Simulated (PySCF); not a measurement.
Species: C4H4BFO.
SMILES: `Bc1ccc(F)o1`

Method used: PySCF, PBE0-D3(BJ)/def2-SVP geometry optimisation, gas phase.

Take the most abundant isotopes and a rigid rotor. 

Problem. Give the principal moments of inertia and the rotational constants in GHz.

Solution. Ia = 75.44, Ib = 225.02, Ic = 300.46 u·Å²; 505379 MHz·u·Å²/I gives 6699, 2246 and 1682 MHz, that is A = 6.6987, B = 2.2459, C = 1.6820 GHz.

Problem. Classify the top.

Solution. An asymmetric top: κ = (2 × 2246 − 6699 − 1682)/(6699 − 1682) = -0.78.

Problem. What does the inertial defect say?

Solution. Planar: Δ = Ic − Ia − Ib = 0.00 u·Å². For a rigid frame Δ = −2 Σ m c², so it vanishes when all atoms lie in the ab plane; here none is more than 0.02 Å from it.

Problem. Where do the levels up to J = 3 lie, in cm⁻¹?

Solution. Above 0(0,0):
J = 1: 1(0,1) 0.1310, 1(1,1) 0.2796, 1(1,0) 0.2984
J = 2: 2(0,2) 0.3914, 2(1,2) 0.5228, 2(1,1) 0.5792, 2(2,1) 1.0248, 2(2,0) 1.0265
J = 3: 3(0,3) 0.7778, 3(1,3) 0.8866, 3(1,2) 0.9994, 3(2,2) 1.4179, 3(2,1) 1.4262, 3(3,1) 2.2085, 3(3,0) 2.2086
The levels of one J sum to (2J + 1)J(J + 1)(A + B + C)/3.

Problem. Predict some low-J microwave lines.

Solution. The dipole components are |μa| = 0.96 D, |μb| = 2.01 D, |μc| = 0.00 D; the mirror of this Cs structure is the ab plane, so μc vanishes by symmetry and there are no c-type lines. Intensities carry the squares of the components, which stand as 0.23 : 1.00 (a : b). Some of the stronger lines:

```tsv
type	branch	J(Ka,Kc)	MHz	lower level (cm⁻¹)
a	Q	1(1,0) ← 1(1,1)	564	0.280
a	Q	2(1,1) ← 2(1,2)	1692	0.523
b	R	2(0,2) ← 1(1,1)	3353	0.280
a	Q	3(1,2) ← 3(1,3)	3381	0.887
a	R	1(0,1) ← 0(0,0)	3928	0.000
b	Q	1(1,0) ← 1(0,1)	5017	0.131
a	R	2(1,2) ← 1(1,1)	7292	0.280
a	R	2(0,2) ← 1(0,1)	7806	0.131
a	R	2(1,1) ← 1(1,0)	8420	0.298
b	R	2(1,2) ← 1(0,1)	11745	0.131
a	R	3(2,2) ← 2(2,1)	11784	1.025
a	R	3(2,1) ← 2(2,0)	11982	1.026
a	R	3(1,2) ← 2(1,1)	12597	0.579
b	Q	3(2,1) ← 3(1,2)	12794	0.999
b	Q	2(2,0) ← 2(1,1)	13409	0.579
b	Q	2(2,1) ← 2(1,2)	15050	0.523
b	Q	3(2,2) ← 3(1,3)	15926	0.887
b	R	2(2,0) ← 1(1,1)	22392	0.280
b	Q	3(3,0) ← 3(2,1)	23458	1.426
b	R	3(2,2) ← 2(1,1)	25142	0.579
b	R	3(2,1) ← 2(1,2)	27083	0.523
b	R	3(3,1) ← 2(2,0)	35437	1.026
```

Problem. Estimate the classical rotational partition function at 100 K, 200 K and 500 K.

Solution. Point group Cs, symmetry number σ = 1; q = (√π/σ)·√((kT/h)³/(ABC)), k/h = 20836.6 MHz/K: 33500 at 100 K, 94800 at 200 K, 375000 at 500 K.

No PBE0-D3(BJ)/def2-SVP frequencies stand behind this structure, so it isn't proved a minimum. These are rigid-rotor constants of the computed structure; measured ground-state constants (B0) also hold zero-point vibration. Quadrupole hyperfine structure (11B) is left out.

Time: 48 s wall; peak memory 0.50 GiB. Hardware: one thread, Arm Neoverse V1 (aarch64) (shared host). These figures are those of the optimisation.
